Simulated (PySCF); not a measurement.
NMR data simulated for an unnamed compound:

1H NMR (300 MHz, computed): δ 7.94 (m, 2H).

13C{1H} NMR (computed): δ 134.4 (CH), 131.8 (C), 93.5 (C).

Computed data (PySCF): GIAO PBE0/pcSseg-1 shieldings, coordinates at the GFN2-xTB level. No relativistic terms, fast rotation and ring inversion assumed for equivalent nuclei, gas phase, one conformer.

Referencing at the same level of theory: 1H, 13C against TMS.

Task: Which of these does the molecule contain: a three-membered ring, a non-aromatic C=C double bond, an ester, a CF3 group, a CH3CH2 unit, a Si–H bond?

Result: 
- A three-membered ring: yes.
- A non-aromatic C=C double bond: yes.
- An ester: no.
- A CF3 group: yes (δC 131.8).
- A CH3CH2 unit: no.
- A Si–H bond: no.

The data belong to `FC(F)(F)OC1(F)C=C1`, C4H2F4O; they needn't prove each group on their own.

Carbon signals by region: 2 in the sp2 and nitrile region (100–160 ppm), 1 at 50–100 ppm.

Splittings by 19F in the carbon and heteronuclear signals aren't shown, as no couplings were computed. Shifts are as computed. Against solution values, carbons near 30 ppm lie about +3 ppm off and those near 130 ppm about +5 ppm. Of 1211 compounds with measured shifts, 218 miss one by over three times the rms of a fit or turn the order of signals round; such compounds aren't used in these exercises.
